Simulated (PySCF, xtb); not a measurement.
Al(Me)(Et)(OH) (C₃H₉AlO), SMILES C[CH2][Al]([CH3])[OH].

GFN2-xTB (xtb 6.7.1) at its own geometry gives an orbital gap of 3.99 eV and a dipole moment of 0.60 D.

Coordinates come from a r2SCAN-D4/def2-SVP optimisation. The structure was generated by enumeration; whether it is a known compound was not checked. Other conformers were not sampled.

### Question
What does PBE0/def2-TZVP run with PySCF give? (An estimate is asked for; the answer gives what the named calculation found.)

### Answer
gap 7.34 eV (levels -7.28 and 0.06 eV), dipole 1.29 D.
